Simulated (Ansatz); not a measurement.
Harmonic frequencies (cm⁻¹) at PBE0-D4/def2-TZVP from Ansatz: 73, 78, 83, 100, 101, 117, 200, 341, 407, 434, 456, 486, 510, 637, 693, 695, 723, 1187, 1189, 1450, 1454, 1455, 1459, 1623, 1775, 3042, 3043, 3127, 3128, 3131, 3132, 3825, 3929.

Each molecule was computed in one conformer, which needn't be the lowest.

Problem. Which molecule is it?
A. `C[O+](C)[InH3-]`
B. `[CH3][AlH-]([CH3])[NH3+]`
C. `[CH3][InH-]([CH3])[OH2+]`
D. `[CH3][AlH-]([CH3])[SH2+]`

Solution. C.
